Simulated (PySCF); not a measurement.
GeOCl2, SMILES [O]=[Ge]([Cl])[Cl].

Geometry: PBE0-D3(BJ)/def2-SVP.

These are TDA-PBE/def2-SVPD (PySCF 2.14.0) values and carry that method's errors.

Vertical excitations. The molecule is in vacuum. State labels are in the subgroup C2v.

```json
[
 {"state": "S1", "symmetry": "B2", "energy (eV)": "3.71", "λ (nm)": "334", "f": "0.020", "main pairs": "HOMO→LUMO 99 %"},
 {"state": "S2", "symmetry": "B1", "energy (eV)": "4.18", "λ (nm)": "296", "f": "0.006", "main pairs": "HOMO−1→LUMO 99 %"},
 {"state": "S3", "symmetry": "A2", "energy (eV)": "4.44", "λ (nm)": "279", "f": "0.000", "main pairs": "HOMO→LUMO+1 100 %"},
 {"state": "S4", "symmetry": "B2", "energy (eV)": "5.06", "λ (nm)": "245", "f": "0.026", "main pairs": "HOMO−2→LUMO 96 %"},
 {"state": "S5", "symmetry": "A1", "energy (eV)": "5.23", "λ (nm)": "237", "f": "0.003", "main pairs": "HOMO−3→LUMO 65 %, HOMO−1→LUMO+1 34 %"},
 {"state": "S6", "symmetry": "A2", "energy (eV)": "5.25", "λ (nm)": "236", "f": "0.000", "main pairs": "HOMO−4→LUMO 100 %"},
 {"state": "S7", "symmetry": "A2", "energy (eV)": "5.68", "λ (nm)": "218", "f": "0.000", "main pairs": "HOMO−2→LUMO+1 100 %"},
 {"state": "S8", "symmetry": "A1", "energy (eV)": "5.83", "λ (nm)": "213", "f": "0.026", "main pairs": "HOMO−6→LUMO 43 %, HOMO−1→LUMO+1 33 %, HOMO−3→LUMO 19 %"},
 {"state": "S9", "symmetry": "B1", "energy (eV)": "6.00", "λ (nm)": "206", "f": "0.001", "main pairs": "HOMO−3→LUMO+1 92 %"},
 {"state": "S10", "symmetry": "B1", "energy (eV)": "6.17", "λ (nm)": "201", "f": "0.030", "main pairs": "HOMO−5→LUMO 91 %"},
 {"state": "T1", "symmetry": "B2", "energy (eV)": "3.21", "λ (nm)": "386", "f": "0", "main pairs": "HOMO→LUMO 100 %"},
 {"state": "T2", "symmetry": "B1", "energy (eV)": "3.68", "λ (nm)": "337", "f": "0", "main pairs": "HOMO−1→LUMO 99 %"},
 {"state": "T3", "symmetry": "A2", "energy (eV)": "4.09", "λ (nm)": "303", "f": "0", "main pairs": "HOMO→LUMO+1 100 %"},
 {"state": "T4", "symmetry": "A1", "energy (eV)": "4.19", "λ (nm)": "296", "f": "0", "main pairs": "HOMO−1→LUMO+1 95 %"}
]
```
Triplets are in the Tamm–Dancoff approximation.
